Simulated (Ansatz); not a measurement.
`N[B]([SiH3])[GaH2]` + `C[Se]C` → `C[Se][B](N)[GaH2]` + `C[SiH3]` at 400 K and 1 bar (redistribution).

Isolated molecules relaxed with PBE0-D4/def2-TZVP in Ansatz; ΔE leaves out vibrations. CCSD(T)/CBS adds triple-zeta CCSD(T) − MP2 to the extrapolated MP2 energy (def2 sets, frozen cores). This one scheme is used for every species. For Ga, Se outer-core shells are correlated without core-valence functions, which leaves a few kJ/mol of doubt a bond. Scalar relativity is left out up to krypton. One conformer a species, not always the lowest.

```json
{"species": "`N[B]([SiH3])[GaH2]`", "CCSD(T)/CBS energy (Eh)": "-2296.72771", "H − E (kJ/mol)": "219.1", "S (J/(mol·K))": "412.6"}
{"species": "`C[Se]C`", "CCSD(T)/CBS energy (Eh)": "-2480.41768", "H − E (kJ/mol)": "220.1", "S (J/(mol·K))": "324.2"}
{"species": "`C[Se][B](N)[GaH2]`", "CCSD(T)/CBS energy (Eh)": "-4446.45264", "H − E (kJ/mol)": "258.3", "S (J/(mol·K))": "448.1"}
{"species": "`C[SiH3]`", "CCSD(T)/CBS energy (Eh)": "-330.73916", "H − E (kJ/mol)": "180.9", "S (J/(mol·K))": "277.1"}
```

H − E and S are ideal-gas, rigid-rotor, harmonic terms from PBE0-D4/def2-TZVP, for one conformer and one mirror image of each species. 1 Eh = 2625.50 kJ/mol, R = 8.31446 J/(mol·K).

**Question.** By hand: ΔE, ΔH, ΔS and ΔG.

**Answer.** ΔE = (-4446.45264) + (-330.73916) − (-2296.72771) − (-2480.41768) = -0.04641 Eh = -121.8 kJ/mol. Δ(H − E) = 258.3 + 180.9 − 219.1 − 220.1 = 0.0, so ΔH = -121.8 kJ/mol. ΔS = 448.1 + 277.1 − 412.6 − 324.2 = -11.6 J/(mol·K). ΔG = -121.8 − 400 × (-11.6)/1000 = -117.2 kJ/mol.

**Question.** By hand: the equilibrium constant, and the temperature at which ΔG would vanish if ΔH and ΔS stayed fixed.

**Answer.** log₁₀ K = −ΔG/(RT ln 10) = 15.3. ΔG = 0 at ΔH/ΔS = 10500 K, far beyond where these terms or the molecules hold.

The number of gas molecules stays the same, so ΔS is small and ΔH decides. A doubt of 5 kJ/mol in ΔE shifts log₁₀ K by 0.7 here. Other conformers and mirror images would add mixing entropy, several J/(mol·K) or more a flexible species. Modes under 60 cm⁻¹, often nearly free rotors, make the harmonic entropy too high. These are equilibria of isolated gas molecules and say nothing of rates. Largest T1 diagnostic: 0.014 (customary marks: 0.02 for closed shells, 0.045 for open ones).
